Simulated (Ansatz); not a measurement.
Relaxation of CH₃FSn (6 atoms, charge 0, multiplicity 1), to a largest force component of 0.015 eV/Å in at most 40 steps.

Level of theory: Ansatz, RKS BHLYP/def2-SVP.

```xyz
6
Properties=species:S:1:pos:R:3
C -0.385 0.412 -0.314
Sn 0.305 -0.638 1.362
F 0.934 0.654 2.640
H -0.731 -0.244 -1.095
H 0.386 1.064 -0.775
H -1.263 1.135 -0.004
```

Task: Where does it end, and by what steps?

Result: The forces met the threshold. After 6 steps the energy has fallen by 0.329 eV; F3 moved furthest, 0.27 Å.

| step | energy less start (eV) | largest force component (eV/Å) | accepted |
| --- | --- | --- | --- |
| 0 | 0.0000 | 3.300 | yes |
| 1 | -0.2608 | 1.041 | yes |
| 2 | -0.3182 | 0.271 | yes |
| 3 | -0.3242 | 0.204 | yes |
| 4 | -0.3284 | 0.054 | yes |
| 5 | -0.3291 | 0.029 | yes |
| 6 | -0.3292 | 0.010 | yes |

```xyz
6
Properties=species:S:1:pos:R:3
C -0.392 0.423 -0.290
Sn 0.306 -0.791 1.395
F 0.856 0.782 2.417
H -0.761 -0.176 -1.127
H 0.430 1.059 -0.637
H -1.192 1.086 0.056
```

Whether the end is a true minimum wasn't checked by a vibrational analysis.

Time of the run: 20 s on 1 thread of Intel(R) Xeon(R) CPU @ 2.80GHz (Skylake/Cascade Lake) (shared host), peak memory 0.16 GiB.
